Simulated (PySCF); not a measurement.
# How the method changes the constants of ZnBr⁺

State: ¹Σ⁺ (singlet), closed shell. Set-up: PySCF, no relativity, basis sets Zn def2-TZVPPD, Br def2-TZVPPD. De refers to Zn⁺ + Br in their high-spin ground configurations, without counterpoise correction. A positive dipole points towards Br; it is taken about the centre of mass and depends on that origin.

```
      Level  Re (Å)  ωe (cm⁻¹)  De (eV)  μ (D)  CPU s a point (SCF and correlation, without the integrals)
        RHF   2.214        351     1.18  -8.34                                                         1.7
    RHF-MP2   2.175        354     2.40    n/a                                                         3.2
RHF-SCS-MP2   2.190        347     2.29    n/a                                                         n/a
   RHF-CCSD   2.199        342     2.19    n/a                                                         n/a
RHF-CCSD(T)   2.201        337     2.34    n/a                                                         240
        PBE   2.205        326     2.64  -5.90                                                         3.1
       BLYP   2.231        309     2.43  -5.71                                                         2.3
       BP86   2.205        325     2.58  -5.86                                                         2.3
     r²SCAN   2.180        345     2.55  -6.38                                                         4.4
    r²SCANh   2.179        349     2.47  -6.57                                                         6.8
       PBE0   2.191        342     2.43  -6.59                                                         8.4
      B97-3   2.209        334     2.43  -6.61                                                         4.6
  BHandHLYP   2.198        343     2.10  -7.02                                                         4.5
    ωB97M-V   2.186        350     2.50  -6.83                                                          15
```

Task: Which functional lies closest to RHF-CCSD(T) in De, which farthest, and by how much do they differ from it?

Result: Closest is BLYP (+3.0 pm in Re, -8.3 % in ωe, +0.09 eV in De against RHF-CCSD(T) in the same basis), farthest PBE (+0.4 pm in Re, -3.3 % in ωe, +0.30 eV in De). CCSD(T) converges more slowly with the basis than the functionals do and binds too weakly in this one, so the order can change at the basis-set limit.

Task: What does the step from GGA to meta-GGA do here, going from PBE to r²SCAN?

Result: r²SCAN less PBE: -2.5 pm in Re, +5.8 % in ωe, -0.09 eV in De. 

Task: What does second-order correlation do here, going from RHF to RHF-MP2?

Result: RHF-MP2 less RHF: -3.9 pm in Re, +0.9 % in ωe, +1.22 eV in De. Correlation nearly always deepens the well. The bond shortens, as in weak, metallic or heavy-atom bonds, where dispersion and the correlation of outer-core electrons pull the atoms together.

Correlated steps freeze 14 core orbitals. For an ion De counts to the pair picked by the measured ionisation energies or electron affinities, which need not be the lowest pair at this level. Where the molecule has an RHF reference, its open-shell atoms are computed with UHF.

The whole job (state search and all levels along the bond) took about 25 min on 2 threads of Arm Neoverse V2 (shared host), peak memory 6.3 GiB.
